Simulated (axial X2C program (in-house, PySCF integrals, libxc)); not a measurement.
**Which molecule has these constants?**

Computed with an in-house relativistic program for diatomic molecules, spin-free (one-electron X2C) or two-component (2c: spin–orbit coupling with atomic mean-field Coulomb and Gaunt terms, which also bring small scalar terms), in Dyall basis sets with cores contracted in-house; open shells are unrestricted.

A two-component CCSD(T) calculation in a Dyall 3-zeta basis gave Re = 1.667 Å, ωe = 805.4 cm⁻¹, De = 3.09 eV, Ω = 1.

Question: Which molecule is it?
A. GaF⁺
B. SeF⁺
C. CaF⁺
D. CrF⁺

Answer: B. The others have CrF⁺ 1.733 Å and 783.6 cm⁻¹ (Ω = 2); GaF⁺ 1.702 Å and 746.5 cm⁻¹ (Ω = 1/2); CaF⁺ 1.916 Å and 656.1 cm⁻¹ (Ω = 0).

Frozen shells (counts by l): SeF⁺ Se 3s2p1d, F 1s, 12 electrons correlated; CrF⁺ Cr 3s2p, F 1s, 12 electrons correlated; GaF⁺ Ga 3s2p1d, F 1s, 9 electrons correlated; CaF⁺ Ca 3s2p, F 1s, 8 electrons correlated. Coupled cluster in natural virtuals with an MP2 remainder. Where the outer core of a metal is frozen, bonds come out longer and ionisation energies lower.

Each entry is the lowest single determinant of a limited PBE0 search at one distance. De goes to single-determinant-based atoms at the same level (for ions the charge split of lowest energy) and is withheld (n/a) where an atom does not fit its ground term or J level. Main or longest-lived isotopes. One determinant is a doubtful description, or other states lie close, for SeF⁺, CrF⁺; these need not be ground states, and all values refer to the states named. Some open-shell Ω = 0 determinants are out of reach, so the Ω given for SeF⁺, CrF⁺ need not be the lowest component. With several unpaired electrons the Ω given is that of one determinant, not necessarily of the lowest component.
